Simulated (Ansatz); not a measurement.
A search over several starts for the lowest SCF solution of the cluster Zn2Se at the given spin, in a small basis.

```yaml
crystal:
  periodic: [false, false, false]
  atoms:
    - {symbol: Zn, position_ang: [-1.463653, 1.086215, -0.091112]}
    - {symbol: Zn, position_ang: [1.821394, -0.076260, 0.084708]}
    - {symbol: Se, position_ang: [-0.357731, -1.009956, 0.006414]}
basis:
  gaussian: {orbitals: def2-SVP, initial_orbitals: start.molden}
magnetization: {spin_polarized: true, initial_magnetization: 2}
hamiltonian: {xc: pbe0, dispersion: d4}
output: {orbitals: {seedname: orbitals}}
```

The file start.molden holds the orbitals of an earlier run on this structure, at another level or in another basis.

```sh
$ ansatz run in.yaml --threads 4 --pin off --events-out ev --progress --plain --max-ram 3916MiB
```

It prints (some lines left out):

```
Functional definition: PBE0
900 factors; integrals over basis functions are off by at most 5.5e-4 eV
mean field evaluation 1: about -162145.8192 eV, gradient 1.1e1 eV
mean field evaluation 2: about -162146.1233 eV, gradient 3.3e-1 eV
mean field evaluation 4: about -162146.1760 eV, gradient 1.6e-3 eV
mean field evaluation 8: about -162143.8148 eV, gradient 2.1e1 eV
mean field evaluation 16: about -162146.1760 eV, gradient 1.5e-2 eV
mean field -162146.17596913 eV, -5958.7620602400 hartree, gradient 2.7e-5 eV, S^2 2.008029; 1 other end points of the search recorded, 0 dependent functions left out
reference -162146.17600438 eV, -5958.7620615354 hartree; 48, 46 occupied and 46, 48 virtual orbitals, 900 factors
Total energy: -162146.28465352 eV, -5958.7660543175 hartree
```

Run time 1.9 s (4 threads of INTEL XEON PLATINUM 8581C on a shared host).

The structure comes from a short search, and lower isomers may exist.
